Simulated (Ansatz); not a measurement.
A geometry relaxed with PBE0-D4/def2-SVP (Ansatz, a program for electronic structure), charge 0, multiplicity 1:

```xyz
29

C     -0.6895     0.4780     2.9931
H     -1.4092     0.5800     3.8233
H      1.6986    -2.1651    -1.7685
C     -1.1052    -0.3288    -1.8401
H     -2.4007    -1.8126    -2.8016
H     -0.3846    -0.2719    -2.6727
H      1.8296     1.7333    -1.0279
H     -2.5898    -1.7244    -1.0423
H     -0.3646     3.2237     0.5832
C     -1.8510    -1.6570    -1.8576
H     -0.0956     1.4064     2.9683
H      1.8078     1.8973     0.7277
C     -1.3824     0.2127     1.6626
C      0.2989     3.0917    -0.2873
H     -1.8006     0.5157    -1.9770
H      0.0009    -0.3367     3.2662
H      1.8851    -1.4829     1.2533
H     -2.0832     1.0272     1.4151
H     -1.1663    -2.5131    -1.7406
H     -1.9863    -0.7086     1.7096
C      2.2532    -1.9491    -0.8406
H      2.9130    -2.8133    -0.6527
Sn    -0.0039     0.0128    -0.0014
H      0.6830    -2.5563     0.5377
H      0.9093     4.0075    -0.3668
C      1.3160    -1.6778     0.3294
C      1.1571     1.8395    -0.1606
H     -0.3469     3.0591    -1.1800
H      2.9071    -1.0872    -1.0518
```

**Question.** Write the SMILES of this molecule.

**Answer.** `C[CH2][Sn]([CH2]C)([CH2]C)[CH2]C`
